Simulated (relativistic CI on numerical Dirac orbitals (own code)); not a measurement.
**How well does a small relativistic CI reproduce Si?**

Calculated at this level of theory: Dirac-Coulomb-Breit CI, separate exchange-only KLI orbitals for each configuration, QED by a radiative potential, valence Slater integrals scaled by 0.85, P86 correlation estimate, and configurations built on the next ion tied to the tabulated ionisation energy (semi-empirical) (own radial code, finite nucleus).

CI space (outside the closed core [Ne]): 3s2 3p2, 3s 3p3, 3s2 3p 4s, 3s2 3p 4p, 3s2 3p 5s, 3s2 3p 4d, 3s2 3p 5p, 3s2 3p 3d, 3s2 3p 4f, 3s2 3d2, 3p4, 3s2 4s2, 3s2 3p 5d, 3s2 3p 5f, 3s2 3p 5g, 3s2 4s 4p, 3s 3p2 3d, 3s2 3d 4s, 3s2 4p2, 3s2 3d 4p. Levels of other configurations are missing.

```tsv
Configuration	Term (tabulated)	J	Measured (cm⁻¹)	Computed	Error	Purity (%)
3s2 3p2	3P	0	0.0	0	0	98
3s2 3p2	3P	1	77.1	72	-5	98
3s2 3p2	3P	2	223.2	209	-15	98
3s2 3p2	1D	2	6298.8	7214	916	98
3s2 3p2	1S	0	15394.4	13216	-2179	94
3s2 3p 4s	3P°	0	39683.2	39230	-453	99
3s2 3p 4s	3P°	1	39760.3	39308	-452	98
3s2 3p 4s	3P°	2	39955.1	39506	-449	99
3s2 3p 4s	1P°	1	40991.9	40601	-391	97
3s2 3p 4p	1P	1	47284.1	47039	-245	95
3s2 3p 4p	3D	1	48020.1	47527	-493	95
3s2 3p 4p	3D	2	48102.3	47602	-500	98
3s2 3p 4p	3D	3	48264.3	47772	-493	99
3s2 3p 4p	3P	0	49028.3	48270	-759	99
3s2 3p 4p	3P	1	49060.6	48312	-749	93
3s2 3p 4p	3P	2	49188.6	48434	-755	98
3s2 3p 4p	3S	1	49399.7	48730	-670	94
3s2 3p 4p	1D	2	50189.4	49199	-990	98
3s2 3p 4p	1S	0	51612.0	50780	-832	93
3s2 3p 5s	3P°	0	54245.0	54128	-117	99
3s2 3p 5s	3P°	1	54313.8	54203	-111	96
3s2 3p 5s	3P°	2	54528.2	54413	-115	99
3s2 3p 5s	1P°	1	54871.0	54902	31	84
3s2 3p 4d	1D°	2	56503.3	57218	715	61
3s2 3p 4d	3P°	1	56700.2	57131	431	69
3s2 3p 4d	3P°	0	56733.4	57168	435	69
3s2 3p 5p	1P	1	56780.4	56901	121	58
3s2 3p 5p	3D	2	57017.5	57064	46	92
3s2 3p 5p	3D	3	57198.0	57252	54	100
3s2 3p 5p	3P	0	57295.9	57304	8	99
3s2 3p 5p	3P	1	57328.8	57342	13	61
3s2 3p 4d	3F°	2	57372.3	57634	262	88
3s2 3p 4d	3F°	3	57450.6	57708	257	92
3s2 3p 5p	3P	2	57468.2	57476	8	92
3s2 3p 5p	3S	1	57541.9	57536	-5	71
3s2 3p 4d	3F°	4	57583.7	57838	254	92
3s2 3p 5p	1D	2	57798.1	57809	11	95
3s2 3p 5p	1S	0	58311.7	58822	510	94
3s2 3p 4d	1P°	1	58801.5	59417	616	76
3s2 3p 4d	1F°	3	58893.4	59573	679	69
```

Measured levels from NIST Handbook of Basic Atomic Spectroscopic Data (Sansonetti and Martin, J. Phys. Chem. Ref. Data 34, 1559 (2005)); pairs were made by configuration, J and term (by order where the table uses no LS term), so strongly mixed levels may be paired wrongly.

Mean error by configuration (cm⁻¹): 3s2 3p2 -321; 3s2 3p 4s -436; 3s2 3p 4p -648; 3s2 3p 5s -78; 3s2 3p 4d 456; 3s2 3p 5p 85. Over the excited levels the mean absolute error is 414 cm⁻¹ (39 of the 48 excited levels that our extract of the source holds in range could be paired, and the others can miss by more), and the median relative error of those above 1,000 cm⁻¹ is 0.87 %.
